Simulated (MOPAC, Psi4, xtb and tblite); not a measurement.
Relaxed torsion scan: C7H12SSi, SMILES c1cc(sc1[SiH3])C(C)C. Scanned: dihedral C1–C2–C4–S9; all other coordinates were relaxed at GFN2-xTB. Heavy atoms are numbered in the order of the SMILES CC(C)c1ccc([SiH3])s1, hydrogens after them in the order of the atoms that carry them; the mirror image has the same energies with the sign of each dihedral reversed.

- GFN2-xTB (xtb and tblite)
- AM1, restricted, heats of formation // GFN2-xTB (MOPAC)
- PBE0-D3(BJ)/def2-SVP // GFN2-xTB (Psi4)
- PBE-D3(BJ)/def2-SVP // GFN2-xTB (Psi4)

Energies relative to the lowest point of each profile, in kJ/mol:

```json
[
 {"φ / °": "-135", "GFN2-xTB": "2.8", "AM1": "0.7", "PBE0-D3(BJ)/def2-SVP": "2.9"},
 {"φ / °": "-120", "GFN2-xTB": "2.6", "AM1": "0.0", "PBE0-D3(BJ)/def2-SVP": "3.0"},
 {"φ / °": "-90", "GFN2-xTB": "3.0", "AM1": "1.5", "PBE0-D3(BJ)/def2-SVP": "2.4"},
 {"φ / °": "-75", "GFN2-xTB": "3.2", "AM1": "2.3", "PBE0-D3(BJ)/def2-SVP": "1.7"},
 {"φ / °": "-30", "GFN2-xTB": "6.1", "AM1": "2.4", "PBE0-D3(BJ)/def2-SVP": "3.5"},
 {"φ / °": "0", "GFN2-xTB": "4.8", "AM1": "1.1", "PBE0-D3(BJ)/def2-SVP": "4.1"},
 {"φ / °": "30", "GFN2-xTB": "1.8", "AM1": "0.9", "PBE0-D3(BJ)/def2-SVP": "1.5"},
 {"φ / °": "60", "GFN2-xTB": "0.0", "AM1": "1.0", "PBE0-D3(BJ)/def2-SVP": "0.0"},
 {"φ / °": "75", "GFN2-xTB": "0.4", "AM1": "1.0", "PBE0-D3(BJ)/def2-SVP": "0.2"},
 {"φ / °": "90", "GFN2-xTB": "1.6", "AM1": "1.0", "PBE0-D3(BJ)/def2-SVP": "1.0"},
 {"φ / °": "120", "GFN2-xTB": "4.5", "AM1": "1.0", "PBE0-D3(BJ)/def2-SVP": "3.7"},
 {"φ / °": "180", "GFN2-xTB": "4.1", "AM1": "2.6", "PBE0-D3(BJ)/def2-SVP": "1.7"}
]
```

Question: Estimate the PBE-D3(BJ)/def2-SVP values at these points.

Answer: -135: 2.4; -120: 2.6; -90: 1.9; -75: 1.2; -30: 3.0; 0: 3.6; 30: 1.3; 60: 0.0; 75: 0.1; 90: 0.8; 120: 3.2; 180: 1.2 (kJ/mol).
